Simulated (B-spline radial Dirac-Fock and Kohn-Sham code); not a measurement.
**Tc⁺ in Watson spheres of different radius**

Calculated with an atomic code on a B-spline grid, using ΔSCF Dirac-Fock with Breit, self-energy and vacuum polarisation, finite nucleus, configuration average. The ion, [Kr] 4d5 5s1, sits in a hollow sphere of charge Q = -1, a simple model of the Madelung potential. Inside the sphere an electron's potential energy is raised by the constant 14.40·|Q|/R eV, so binding energies fall by about that much as long as the orbitals stay inside.

```csv
radius (Å),14.40 |Q|/R (eV),1s (eV),2s (eV),2p1/2 (eV),2p3/2 (eV),3s (eV),3p1/2 (eV),3p3/2 (eV),3d3/2 (eV),3d5/2 (eV),4p1/2 (eV),4p3/2 (eV),4d (eV),5s (eV)
1.6,9.00,21056.2,3061.2,2807.2,2690.7,560.0,461.9,441.9,268.9,265.3,54.92,51.99,9.89,5.87
2.2,6.55,21058.0,3062.9,2809.0,2692.5,561.8,463.7,443.6,270.7,267.1,56.76,53.83,11.75,7.18
```

From the smallest to the largest radius 1s moves by +1.8 eV, while the constant potential alone would give +2.5 eV; the difference comes from charge outside the sphere and its screening.
